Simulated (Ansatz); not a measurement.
A run on `O[SiH](F)CF` with other settings.

```yaml
crystal:
  periodic: [false, false, false]
  atoms:
    - {symbol: O, position_ang: [-0.619092, 1.144103, 1.281076]}
    - {symbol: Si, position_ang: [0.573375, 0.323362, 0.539980]}
    - {symbol: F, position_ang: [1.564966, 1.315812, -0.219927]}
    - {symbol: C, position_ang: [-0.172550, -0.833004, -0.747933]}
    - {symbol: F, position_ang: [-1.218284, -0.160806, -1.388337]}
    - {symbol: H, position_ang: [-1.358133, 1.427341, 0.737932]}
    - {symbol: H, position_ang: [1.354973, -0.383739, 1.572979]}
    - {symbol: H, position_ang: [-0.586088, -1.734937, -0.283868]}
    - {symbol: H, position_ang: [0.549434, -1.144432, -1.509003]}
basis:
  gaussian: {orbitals: def2-SVPD, point_charges: [{charge: -1.00, position_ang: [6.179, -0.570, -0.842]}]}
total_charge: 1
magnetization: {spin_polarized: true, initial_magnetization: 1}
hamiltonian: {xc: {name: r2SCAN50}, dispersion: d3bj}
accuracy: high
output: {forces: true}
```

```sh
$ ansatz run in.yaml --threads 4 --pin off --events-out ev --progress --plain --max-ram 10444MiB
```

It prints (some lines left out):

```
Warning: the engine holds no damping parameters fitted to this dispersion correction and functional, so the run takes those fitted to r2scan50 beside the three-body term, which d3bj leaves out (hamiltonian.dispersion, under Limitations)
Functional definition: r2SCAN50
2889 factors; integrals over basis functions are off by at most 3.5e-9 eV
mean field evaluation 1: about -16427.5260 eV, gradient 5.5e1 eV
mean field evaluation 2: about -16417.0531 eV, gradient 7.5e1 eV
mean field evaluation 4: about -16438.2460 eV, gradient 3.6e0 eV
mean field evaluation 8: about -16438.3642 eV, gradient 3.5e-1 eV
mean field evaluation 16: about -16438.3698 eV, gradient 4.3e-3 eV
mean field evaluation 32: about -16438.3698 eV, gradient 2.7e-6 eV
mean field -16438.36980940 eV, -604.0989481681 hartree, gradient 5.5e-8 eV, S^2 0.764144; 0 other end points of the search recorded, 0 dependent functions left out
reference -16438.36981291 eV, -604.0989482973 hartree; 25, 24 occupied and 120, 121 virtual orbitals, 2889 factors
Total energy: -16438.42284157 eV, -604.1008970645 hartree
Atom 0 at    -0.619092     1.144103     1.281076 Å, force    -0.062269    -1.163846    -1.358470 eV/Å
Atom 1 at     0.573375     0.323362     0.539980 Å, force     1.878113     4.181941     2.354367 eV/Å
Atom 2 at     1.564966     1.315812    -0.219927 Å, force    -0.802483    -0.881309    -0.036487 eV/Å
Atom 3 at    -0.172550    -0.833004    -0.747933 Å, force    -4.283801    -1.833315    -4.358948 eV/Å
Atom 4 at    -1.218284    -0.160806    -1.388337 Å, force     2.733469    -1.105346     1.939380 eV/Å
Atom 5 at    -1.358133     1.427341     0.737932 Å, force    -0.038158     0.433826     0.505329 eV/Å
Atom 6 at     1.354973    -0.383739     1.572979 Å, force     0.106613    -0.841371    -0.138028 eV/Å
Atom 7 at    -0.586088    -1.734937    -0.283868 Å, force    -0.057801     0.405182     0.870909 eV/Å
Atom 8 at     0.549434    -1.144432    -1.509003 Å, force     0.906476     0.819169     0.156832 eV/Å
Dipole moment:     0.074106    -0.934267    -0.019584 e Å
```

Hardware: 4 threads of an Intel Xeon on a shared host. Wall time 21 s, peak host memory 1.1 GiB.
